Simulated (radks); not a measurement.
Isoelectronic series with 45 electrons, all held in the configuration [Kr] 4d8 5s1, which need not be the ground one along the series. Method: scalar-relativistic Kohn-Sham, PBE, spin-polarised, spherical densities, point nucleus; open shells are filled with parallel spins first (spin-orbit coupling, left out, can overturn this in heavy ions); computed with a radial shooting solver on a logarithmic mesh with Libxc functionals. Total energies (hartree) and orbital eigenvalues (hartree):

ion    E (hartree)      5s up    4d down
Rh     -4784.15449   -0.17499   -0.18431
Pd+    -5045.43441   -0.47945   -0.62412
Ag2+   -5314.64604   -0.85369   -1.17319
Cd3+   -5591.79337   -1.28826   -1.81491
In4+   -5876.89388   -1.77825   -2.54057
Sn5+   -6169.97314   -2.32070   -3.34494
Sb6+   -6471.06227   -2.91370   -4.22461
Te7+   -6780.19656   -3.55594   -5.17720
I8+    -7097.41474   -4.24647   -6.20099
Xe9+   -7422.75851   -4.98464   -7.29469
Cs10+   -7756.2722   -5.76997   -8.45730
Ba11+   -8098.0027   -6.60210   -9.68805
La12+   -8447.9992   -7.48081  -10.98630
Ce13+   -8806.3131   -8.40592  -12.35155
Pr14+   -9172.9984   -9.37735  -13.78340
Nd15+   -9548.1111  -10.39506  -15.28149
Pm16+   -9931.7094  -11.45907  -16.84555
Sm17+  -10323.8541  -12.56943  -18.47534
Eu18+  -10724.6081  -13.72621  -20.17069
Gd19+  -11134.0368  -14.92954  -21.93142
Tb20+  -11552.2080  -16.17956  -23.75741
Dy21+  -11979.1920  -17.47645  -25.64855
Ho22+  -12415.0619  -18.82040  -27.60475
Er23+  -12859.8933  -20.21163  -29.62596
